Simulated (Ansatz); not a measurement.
Reaction (redistribution): `[CH3][SnH]([F])[SH]` + `ClB(Cl)[SeH]` → `[F][SnH]([SH])[Cl]` + `CB(Cl)[SeH]`

Calculated with Ansatz (gas phase, PBE0-D4/def2-TZVP geometries, no zero-point term in ΔE). CBS: MP2 limit from def2 TZ/QZ plus the TZ coupled-cluster correction, frozen cores. Elements past krypton have def2 core potentials. For Se, Sn outer-core shells are correlated without core-valence functions, which leaves a few kJ/mol of doubt a bond. Scalar relativity is left out up to krypton. Each species was taken in one conformer, which may not be the lowest.

| species | CCSD(T)/CBS(def2) energy (Eh) |
| --- | --- |
| `[CH3][SnH]([F])[SH]` | -752.71910 |
| `ClB(Cl)[SeH]` | -3345.76079 |
| `[F][SnH]([SH])[Cl]` | -1172.67563 |
| `CB(Cl)[SeH]` | -2925.81492 |

(1) Work out ΔE.

Largest T1 diagnostic among the species: 0.013.

Answers

(1) ΔE = (-1172.67563) + (-2925.81492) − (-752.71910) − (-3345.76079) = -0.01066 Eh = -28.0 kJ/mol.

From BLYP to BHLYP (50 % exact exchange), in def2-TZVPP and without D4, ΔE moves by −8.1 kJ/mol. At CCSD(T), def2-SVP lies +4.5 kJ/mol from the extrapolated value and def2-TZVPP +4.1 kJ/mol. Leaving LDA and LC-ωPBE aside and taking each functional with its dispersion term where it has one, the values, not all of them listed here, spread over 11.8 kJ/mol, from B97M-V to revPBE-D4.
